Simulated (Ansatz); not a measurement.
Ansatz (an electronic-structure program) input (PBE-QIDH/def2-TZVPD):

Ansatz 0.2 input:
```yaml
crystal:
  periodic: [false, false, false]
  atoms:
    - {symbol: Cr, position_ang: [0.40472569, 0.13074094, -0.34294717]}
    - {symbol: O, position_ang: [1.41168684, 0.83641037, -1.26093577]}
    - {symbol: Br, position_ang: [1.35605150, -0.78027256, 1.51041358]}
    - {symbol: Br, position_ang: [-0.98943274, -1.28400426, -1.44962272]}
    - {symbol: Br, position_ang: [-0.96681623, 1.78344638, 0.46258680]}
basis:
  gaussian:
    orbitals: def2-TZVPD
hamiltonian:
  xc: {name: PBE-QIDH}
magnetization: {spin_polarized: true, initial_magnetization: 1}
correlation: {electrons: outside_noble_gas}
```

Output:

```
Functional definition: PBE-QIDH
integrals: 1.03 GiB planned
1783 factors; integrals over basis functions are off by at most 5.0e-4 eV
mean field: 3.70 GiB planned
mean field evaluation 1: about -240522.3827 eV, gradient 5.5e1 eV
mean field evaluation 2: about -240522.3888 eV, gradient 5.5e1 eV
mean field evaluation 4: about -240529.2741 eV, gradient 2.9e1 eV
mean field evaluation 8: about -240531.8377 eV, gradient 8.8e-1 eV
mean field evaluation 16: about -240532.3935 eV, gradient 2.3e-1 eV
mean field evaluation 32: about -240495.4909 eV, gradient 7.6e1 eV
mean field evaluation 64: about -240532.2850 eV, gradient 1.7e0 eV
mean field evaluation 96: about -240525.7911 eV, gradient 8.5e0 eV
mean field evaluation 128: about -240532.2691 eV, gradient 6.7e-1 eV
mean field evaluation 160: about -240531.3782 eV, gradient 7.1e-2 eV
mean field evaluation 192: about -240532.3957 eV, gradient 5.4e-3 eV
mean field evaluation 224: about -240531.6660 eV, gradient 6.1e-2 eV
mean field evaluation 256: about -240532.2039 eV, gradient 1.4e0 eV
mean field evaluation 288: about -240532.2616 eV, gradient 2.4e0 eV
mean field evaluation 320: about -240531.0577 eV, gradient 7.6e0 eV
mean field evaluation 352: about -240532.1027 eV, gradient 9.6e-1 eV
mean field -240532.39571811 eV, -8839.4025039269 hartree, gradient 2.3e-6 eV, S^2 1.765715; 14 other end points of the search recorded, 0 dependent functions left out
52 core orbitals not correlated
reference -240532.39574200 eV, -8839.4025048049 hartree; 17, 16 occupied and 190, 191 virtual orbitals, 1783 factors
second order -31.56472970 eV of doubles, -0.00000000 eV of singles
Total energy: -240542.91731857 eV, -8839.7891656120 hartree
```

The spin state was set by rule; other spins were not relaxed.

The determinant is spin-contaminated: <S^2> is 1.77 against 0.75 for a pure state.
